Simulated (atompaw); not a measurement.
**Before and after: PAW (atompaw) potential for Pm (Z = 61)**

atompaw 4.2.0.5 input, output lines left out:

```
Pm 61
GGA-PBESOL scalarrelativistic loggrid 2001 logderivrange -5 5 251
6 6 5 4 0 0
6 1 0
5 2 0
4 3 5
0 0 0
c
c
c
c
v
v
c
c
c
v
v
c
c
v
v
3
2.65 2.25 1.85 2.15
n
n
y
4.5
n
y
3.1
n
custom polynom vanderbiltortho sinc
4 0 ultrasoft
1.95
2.15
2.65
2.65
2.60
2.65
1.30
1.30
```

All-electron outer shells of the reference configuration (PBEsol, scalar-relativistic, ld1.x):

```json
{"shell": "4p", "level (eV)": "-236.42", "outermost node (bohr)": "0.31", "outermost maximum (bohr)": "0.58"}
{"shell": "4d", "level (eV)": "-122.65", "outermost node (bohr)": "0.29", "outermost maximum (bohr)": "0.60"}
{"shell": "5s", "level (eV)": "-41.90", "outermost node (bohr)": "0.70", "outermost maximum (bohr)": "1.29"}
{"shell": "5p", "level (eV)": "-22.68", "outermost node (bohr)": "0.75", "outermost maximum (bohr)": "1.46"}
{"shell": "6s", "level (eV)": "-3.56", "outermost node (bohr)": "1.73", "outermost maximum (bohr)": "3.72"}
{"shell": "4f", "level (eV)": "-2.19", "outermost node (bohr)": "–", "outermost maximum (bohr)": "0.64"}
{"shell": "5d", "level (eV)": "-1.82", "outermost node (bohr)": "0.86", "outermost maximum (bohr)": "2.20"}
{"shell": "6p", "level (eV)": "-1.20", "outermost node (bohr)": "2.09", "outermost maximum (bohr)": "4.96"}
```

Change: all radii scaled by about 1.06 (s 2.06, p 2.80, d 2.74, f 1.38 bohr); local potential ultrasoft scheme with l = 4 at 0 Ry, radius 1.96 bohr; augmentation sinc compensation charge, radius 2.38 bohr; PAW radius 2.80 bohr; waves and projectors: custom polynom vanderbiltortho; core correction smooth core density matched at 2.28 bohr.

Cutoffs: the cutoffs (Ry, on a coarse ladder) from which the occupation-weighted sum of valence levels, in a spherical-Bessel basis at the reference potential, stays within 10 and 1 mRy of its value at 400 Ry; they do not see the model core or the augmentation charge, which bear on the density cutoff.

Task: What does the change do?

Result: The potential gets softer (110 Ry and 180 Ry → 100 Ry and 160 Ry); neither file shows a bound ghost. A larger radius leaves more room for a smooth pseudo-wave, so fewer plane waves are needed.

| quantity | base | changed |
| --- | --- | --- |
| cutoff, loose | 110 Ry | 100 Ry |
| cutoff, tight | 180 Ry | 160 Ry |
| loose cutoff by channel (10 mRy a level) | s 8 Ry, p 10 Ry, f 70 Ry | s 8 Ry, p 8 Ry, f 60 Ry |
| bound ghosts | none | none |
| lowest overlap eigenvalue by channel | s 0.16, p 0.88, d 0.87, f 0.98 | s 0.31, p 0.87, d 0.82, f 0.97 |

 The cutoffs see the waves, projectors and local potential, not the compensation charge or the core.
